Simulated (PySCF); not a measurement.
A structure optimised at PBE-D3(BJ)/def2-SVP, used in a PySCF frequency run:

```
Si
H 1 1.5082
H 1 1.5082 2 108.32
Si 1 2.3556 2 108.92 3 -120.71
H 4 1.5082 1 108.92 2 -175.77
H 4 1.5082 5 108.32 1 120.71
Si 4 2.3556 5 108.92 6 120.71
H 7 1.5082 4 108.92 5 175.77
H 7 1.5082 8 108.32 4 -120.71
Si 7 2.3556 8 108.92 9 -120.71
H 10 1.5082 7 108.92 8 -175.77
H 10 1.5082 11 108.32 7 120.71
Si 10 2.3556 11 108.92 12 120.71
H 13 1.5082 10 108.92 11 175.77
H 13 1.5082 14 108.32 10 -120.71
Si 1 2.3556 2 108.92 3 120.71
H 16 1.5082 1 108.92 2 175.77
H 16 1.5082 17 108.32 1 -120.71
```

Question: Write its SMILES, formula and point group.

Answer: [SiH2]1[SiH2][SiH2][SiH2][SiH2][SiH2]1, H12Si6, D3d

Question: What are its rotational constants (standard atomic weights)?

Answer: 0.97828, 0.97828, 0.54117 GHz
